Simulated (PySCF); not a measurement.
Si(H)(OH)2(SiH3), SMILES O[SiH](O)[SiH3] (PBE0/def2-SVP optimised geometry):

```
10

Si     0.127    -1.070     0.000
O     -0.518    -1.770    -1.368
O      1.794    -1.070     0.000
Si    -0.727     1.113     0.000
H     -0.221    -1.853     1.220
H     -0.373    -2.716    -1.478
H      2.222    -0.523    -0.667
H     -0.223     1.853    -1.201
H     -2.222     1.121    -0.024
H     -0.264     1.846     1.220
```

Calculation: PBE0/def2-TZVP run with PySCF.

Problem. What are the frontier orbital energies and the dipole moment?

Solution. HOMO-2 -9.49 eV, HOMO-1 -9.26 eV, HOMO -7.97 eV, LUMO -0.18 eV, LUMO+1 0.14 eV; dipole moment 1.00 D.

Meta-Löwdin charges at PBE0/def2-TZVP: Si1 0.98, O2 -0.76, O3 -0.75, Si4 0.15, H5 -0.12, H6 0.35, H7 0.35, H8 -0.07, H9 -0.06, H10 -0.07.
